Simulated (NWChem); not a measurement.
System: CdNH$_{2}$I; SMILES [NH2][Cd][I]

The following NWChem deck was run.

```
start job
memory heap 200 mb stack 900 mb global 1100 mb
geometry units angstroms noautoz
  Cd     0.393532    -0.929029     0.001147
  I     -0.307510     1.567562     0.003692
  N      1.096554    -2.816813     0.001412
  H      0.820597    -3.338034    -0.830790
  H      0.762544    -3.359678     0.797723
end
basis spherical
  Cd library def2-svp
  I library def2-svp
  N library def2-svp
  H library def2-svp
end
ecp
  Cd library def2-ecp
  I library def2-ecp
end
dft
  xc b3lyp
  iterations 150
end
tddft
  cis
  nroots 8
  notriplet
end
task tddft energy
```

Parts of the log:

```
             Northwest Computational Chemistry Package (NWChem) 7.3.0
             --------------------------------------------------------

 C1  symmetry detected

                             Geometry "geometry" -> ""
                             -------------------------

 Output coordinates in angstroms (scale by  1.889725989 to convert to a.u.)

  No.       Tag          Charge          X              Y              Z
 ---- ---------------- ---------- -------------- -------------- --------------
    1 Cd                  48.0000     0.00082584     1.07725939    -0.01569019
    2 I                   53.0000    -0.00025093    -1.51577910     0.00845903
    3 N                    7.0000    -0.00324141     3.08627077     0.13204325
    4 H                    1.0000    -0.81666001     3.51050112    -0.31378469
    5 H                    1.0000     0.81300850     3.51344520    -0.30571741

 Effective nuclear repulsion energy (a.u.)     688.2940472108

                                 NWChem DFT Module
                                 -----------------

 Summary of "ao basis" -> "ao basis" (spherical)
 ------------------------------------------------------------------------------
       Tag                 Description            Shells   Functions and Types
 ---------------- ------------------------------  ------  ---------------------
 Cd                         def2-svp                11       31   5s3p2d1f
 I                          def2-svp                10       26   4s4p2d
 N                          def2-svp                 6       14   3s2p1d
 H                          def2-svp                 3        5   2s1p

            General Information
            -------------------
          SCF calculation type: DFT
          Wavefunction type:  closed shell.
          No. of atoms     :     5
          No. of electrons :    54
           Alpha electrons :    27
            Beta electrons :    27
          Charge           :     0
          Spin multiplicity:     1
          Use of symmetry is: off; symmetry adaption is: off
          Maximum number of iterations: 150
          AO basis - number of functions:    81
                     number of shells:    33
          Convergence on energy requested:  1.00D-06
          Convergence on density requested:  1.00D-05
          Convergence on gradient requested:  5.00D-04

[...]

                                NWChem TDDFT Module
                                -------------------

            General Information
            -------------------
           No. of orbitals :     162
            Alpha orbitals :      81
             Beta orbitals :      81
        Alpha frozen cores :       0
         Beta frozen cores :       0
     Alpha frozen virtuals :       0
      Beta frozen virtuals :       0
         Spin multiplicity :       1
    Number of AO functions :      81
        Use of symmetry is : off
      Symmetry adaption is : off
         Schwarz screening :  0.10D-07

              XC Information
              --------------
                  B3LYP Method XC Potential
              Hartree-Fock (Exact) Exchange   0.20
                 Slater Exchange Functional   0.80 local
             Becke 1988 Exchange Functional   0.72 non-local
       Lee-Yang-Parr Correlation Functional   0.81
           VWN I RPA Correlation Functional   0.19 local

             TDDFT Information
             -----------------
          Calculation type : Tamm-Dancoff TDDFT
         Wavefunction type : Restricted singlets
          No. of electrons :      54
           Alpha electrons :      27
            Beta electrons :      27
              No. of roots :       8
          Max subspacesize :    5600
            Max iterations :     100
               Target root :       1
           Target symmetry : none
      Symmetry restriction : off
                 Algorithm : Optimal
        Davidson threshold :  0.10D-03

    8 smallest eigenvalue differences (eV)
--------------------------------------------------------
  No. Spin  Occ  Vir  Irrep   E(Occ)    E(Vir)   E(Diff)
--------------------------------------------------------
    1    1   27   28 a        -0.246    -0.060     5.057
    2    1   26   28 a        -0.262    -0.060     5.482
    3    1   25   28 a        -0.265    -0.060     5.554
    4    1   27   29 a        -0.246    -0.027     5.978
    5    1   27   30 a        -0.246    -0.014     6.319
    6    1   26   29 a        -0.262    -0.027     6.403
    7    1   25   29 a        -0.265    -0.027     6.475
    8    1   26   30 a        -0.262    -0.014     6.744
--------------------------------------------------------

  Entering Davidson iterations
  Restricted singlet excited states

  Iter   NTrls   NConv    DeltaV     DeltaE      Time
  ----  ------  ------  ---------  ---------  ---------
    1      8       0     0.17E+00   0.10+100       12.8
    2     16       0     0.46E-01   0.40E-01       11.9
    3     24       0     0.13E-01   0.21E-02       13.3
    4     32       3     0.44E-02   0.17E-03       12.5
    5     37       4     0.88E-03   0.21E-04        8.8
    6     41       6     0.13E-03   0.97E-06       10.6
    7     43       8     0.48E-04   0.19E-07       12.3
  ----  ------  ------  ---------  ---------  ---------
  Convergence criterion met

  Ground state a        -521.537695907027 a.u.

  ----------------------------------------------------------------------------
  Root   1 singlet a              0.154311553 a.u.                4.1990 eV
  ----------------------------------------------------------------------------
     Transition Moments    X  0.00250   Y -0.57187   Z -0.16107
     Dipole Oscillator Strength                    0.0363136557
     Electric Quadrupole                           0.0000001417
     Magnetic Dipole                               0.0000001519
     Total Oscillator Strength                     0.0363139493

[...]
```

Level: B3LYP/def2-SVP with def2 effective core potentials on Cd, I, TDA. All runs use the structure optimised with PBE0/def2-SVP. def2 effective core potentials on Cd, I; no spin-orbit coupling.
